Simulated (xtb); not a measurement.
BFHI, SMILES FBI. All values are semi-empirical tight-binding results from xtb (GFN2-xTB unless named), good for trends rather than for accurate numbers. Geometry optimised at GFN2-xTB.

Computed properties:
The point group as xtb finds it is Cs, the orbital gap is 4.09 eV and the zero-point energy is 9.4 kcal/mol. The G − E(el) at 298.15 K (modified RRHO) is -7.8 kcal/mol and the static polarisability (D4 model) is 48.1 bohr³. The solvation energy, GFN2-xTB/ALPB(water) is -1.4 kcal/mol and the solvation energy, GFN2-xTB/ALPB(acetonitrile) is -3.7 kcal/mol.
